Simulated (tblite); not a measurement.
C2H6BrFSi.
Atom-mapped SMILES: `[F:1][CH2:2][CH2:3][SiH2:4][Br:5]` (hydrogens: H6, H7 on C2; H8, H9 on C3; H10, H11 on Si4)

Computed with GFN2-xTB (tblite), gas phase: L-BFGS steps from a force-field or distance-geometry start until the largest atomic force falls under 0.01 eV/Å.

Step 2: E = -487.8337 eV
```
atom  x, y, z in Å  |  force x, y, z in eV/Å
F1     -0.8215    1.7352   -0.3126   -0.204  -0.035   0.110
C2     -1.2572    0.4322   -0.3409   -0.137  -0.211   0.067
C3     -0.4083   -0.4163    0.5854    0.504  -0.025  -0.502
Si4     1.3445   -0.2860   -0.1634   -0.084  -0.113   0.053
Br5     2.6635    0.5228    1.4206    0.030  -0.119  -0.154
H6     -1.1002    0.0957   -1.3695   -0.255  -0.035  -0.116
H7     -2.3263    0.4028   -0.1027    0.064   0.230   0.068
H8     -0.7825   -1.4416    0.5840    0.003   0.156   0.018
H9     -0.4005   -0.0469    1.6010   -0.338   0.151   0.234
H10     1.7317   -1.6093   -0.6221    0.256  -0.110   0.113
H11     1.3623    0.6142   -1.3058    0.162   0.111   0.109
```

Step 3: E = -487.8532 eV
```
atom  x, y, z in Å  |  force x, y, z in eV/Å
F1     -0.8320    1.7262   -0.3091   -0.069   0.177   0.086
C2     -1.2564    0.4234   -0.3388   -0.166  -0.030  -0.054
C3     -0.4007   -0.4137    0.5802    0.407  -0.037  -0.290
Si4     1.3506   -0.2884   -0.1645   -0.160  -0.126   0.006
Br5     2.6617    0.5178    1.4131    0.126  -0.064  -0.039
H6     -1.1098    0.0975   -1.3702   -0.209  -0.104  -0.174
H7     -2.3213    0.4126   -0.1017   -0.091   0.083   0.143
H8     -0.7812   -1.4313    0.5844   -0.002  -0.052  -0.004
H9     -0.4118   -0.0465    1.5991   -0.247   0.163   0.171
H10     1.7392   -1.6113   -0.6180    0.253  -0.133   0.094
H11     1.3672    0.6164   -1.3005    0.158   0.124   0.060
```

Step 4: E = -487.8683 eV
```
atom  x, y, z in Å  |  force x, y, z in eV/Å
F1     -0.8421    1.7220   -0.3045    0.009   0.236   0.033
C2     -1.2581    0.4161   -0.3390   -0.100   0.143  -0.110
C3     -0.3887   -0.4117    0.5736    0.022  -0.030   0.004
Si4     1.3538   -0.2928   -0.1662   -0.066  -0.104  -0.067
Br5     2.6629    0.5123    1.4062    0.183  -0.032   0.036
H6     -1.1222    0.0972   -1.3740   -0.176  -0.113  -0.166
H7     -2.3194    0.4221   -0.0978   -0.170  -0.054   0.193
H8     -0.7799   -1.4239    0.5845    0.039  -0.150  -0.024
H9     -0.4257   -0.0436    1.5986   -0.122   0.123  -0.012
H10     1.7504   -1.6155   -0.6127    0.235  -0.129   0.080
H11     1.3744    0.6205   -1.2947    0.147   0.111   0.033
```

Question: Estimate the geometry and energy of step 5. (The exact step hangs on the optimiser's Hessian estimate; all steps are aligned on step 4, rigid shifts and turns removed.)

Answer: E = -487.8786 eV, largest force 0.309 eV/Å
```
atom  x, y, z in Å  |  force x, y, z in eV/Å
F1     -0.8489    1.7230   -0.3010    0.028   0.180  -0.023
C2     -1.2608    0.4139   -0.3410   -0.062   0.200  -0.103
C3     -0.3812   -0.4109    0.5696   -0.279   0.007   0.133
Si4     1.3554   -0.2975   -0.1687    0.046  -0.066  -0.083
Br5     2.6670    0.5080    1.4021    0.184  -0.032   0.048
H6     -1.1337    0.0951   -1.3794   -0.159  -0.064  -0.090
H7     -2.3210    0.4274   -0.0916   -0.140  -0.121   0.188
H8     -0.7782   -1.4214    0.5841    0.067  -0.164  -0.034
H9     -0.4372   -0.0396    1.5976   -0.027   0.080  -0.138
H10     1.7622   -1.6206   -0.6076    0.208  -0.104   0.073
H11     1.3819    0.6252   -1.2901    0.134   0.083   0.027
```

The energy changes by -0.0103 eV. The first-order estimate −F·Δx gives -0.0134 eV and the mean of the old and new forces, exact on a quadratic surface, -0.0103 eV. The step makes an angle of 49° with the force vector and moves no atom by more than 0.014 Å.

The cost below is that of the whole relaxation. The run took 0.65 s wall on an Arm Neoverse V1 with one thread, shared host with 32 logical CPUs at a one-minute load of 21.
